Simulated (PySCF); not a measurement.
C10H12O.
SMILES with atom numbers: `[CH3:1][CH:2]([CH3:3])[O:4][CH:5]1[c:6]2[cH:7][cH:8][cH:9][cH:10][c:11]21`

Structure used (GFN2-xTB), in Å, numbered top down from 1:
```xyz
23
C10H12O angstrom
C      1.7082   -1.2929   -0.1885
C      1.5465   -0.0028    0.6159
C      2.7451    0.2331    1.5294
O      1.4515    1.1289   -0.2401
C      0.1959    1.4540   -0.7263
C     -0.8184    0.4665   -1.1945
C     -1.6414   -0.4831   -1.7214
C     -2.8080   -0.6878   -0.9674
C     -3.0640   -0.0129    0.2163
C     -2.1788    0.9329    0.7582
C     -1.0758    1.1429   -0.0137
H      0.8356   -1.4646   -0.8139
H      1.8274   -2.1370    0.4856
H      2.5861   -1.2177   -0.8256
H      0.6289   -0.0652    1.2235
H      2.6141    1.1589    2.0832
H      2.8501   -0.5900    2.2305
H      3.6492    0.3138    0.9320
H      0.2885    2.3991   -1.2570
H     -1.4481   -1.0404   -2.6267
H     -3.5336   -1.4069   -1.3197
H     -3.9795   -0.2297    0.7479
H     -2.3843    1.4279    1.6962
```

NICS = −σ at a ghost point: NICS(0) at the centroid of the ring atoms, NICS(1) 1 Å to either side along the normal of their mean plane, zz for the tensor component along that normal. Level: GIAO PBE0/pcSseg-1 (PySCF, non-relativistic, gas phase) on the GFN2-xTB geometry, one conformer.

Rings: 1. C5–C6–C11; 2. C6–C7–C8–C9–C10–C11.

```
set  NICS(0)  NICS(1), two faces  NICS(1)zz, two faces
  P    -20.2         -8.3 / -9.9         -15.0 / -21.4
  Q     -8.1       -11.3 / -11.7         -28.6 / -29.1
```

Q: Which set (ppm) belongs to which ring?

A: P = 1, Q = 2.
- 1 (3-membered carbocycle; formal bonds 1 aromatic, 2 single): mean NICS(1)zz -18.2 ppm, shielded. C5 has four or more neighbours, and the NICS criterion for π rings isn't applied.
- 2 (6-membered carbocycle; formal bonds all aromatic): mean NICS(1)zz -28.9 ppm, shielded. The ring is flat and has no four-coordinate atom; by the NICS criterion it is aromatic, though in fused rings the probe also feels the neighbouring ring.

Q: How do the rings differ in shape?

A: 
```tsv
ring	bond lengths (Å)	rms pucker (Å)	HOMA	nearest outside atom to a NICS(1) probe (Å)
1	1.491, 1.385, 1.491	0.00	–	hydrogen 1.48
2	1.363, 1.404, 1.386, 1.404, 1.363, 1.385	0.01	0.92	hydrogen 2.44
```

HOMA = 1 − mean of α(R − Ropt)² over the ring bonds, with Krygowski's 1993 parameters (CC: Ropt 1.388 Å, α 257.7 Å⁻²). A dash marks a ring with a four-coordinate atom, a triple bond, no multiple bond or a kind of bond without parameters.
